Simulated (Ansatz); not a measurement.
The same hydrogen abstraction along the group B, Al, Ga.

Isolated molecules relaxed with PBE0-D4/def2-TZVP in Ansatz; ΔE leaves out vibrations. CCSD(T)/CBS adds triple-zeta CCSD(T) − MP2 to the extrapolated MP2 energy (def2 sets, frozen cores). This one scheme is used for every species. DFT in def2-TZVPP. No spin–orbit coupling; open shells (•) take unrestricted orbitals. For Ga outer-core shells are correlated without core-valence functions, which leaves a few kJ/mol of doubt a bond. Scalar relativity is left out up to krypton. One conformer a species, not always the lowest.

| reaction | PBE0-D4 (kJ/mol) | ωB97M-V (kJ/mol) | PBE-D4 (kJ/mol) | HF/CBS(def2) (kJ/mol) |
| --- | --- | --- | --- | --- |
| `COBS` + `[OH]`• → `CO[B]S`• + H₂O | -66 | -55 | -83 | 2 |
| `C[O][AlH][SH]` + `[OH]`• → `C[O][Al][SH]`• + H₂O | -159 | -143 | -176 | -82 |
| `C[O][GaH][SH]` + `[OH]`• → `C[O][Ga][SH]`• + H₂O | -171 | -170 | -191 | -99 |

(1) Give the CCSD(T)/CBS values in the same order. (An estimate is asked.)

Largest T1 diagnostic: 0.017, for `C[O][Ga][SH]`•.

Answers

(1) Computed: -69, -158, -168 kJ/mol.
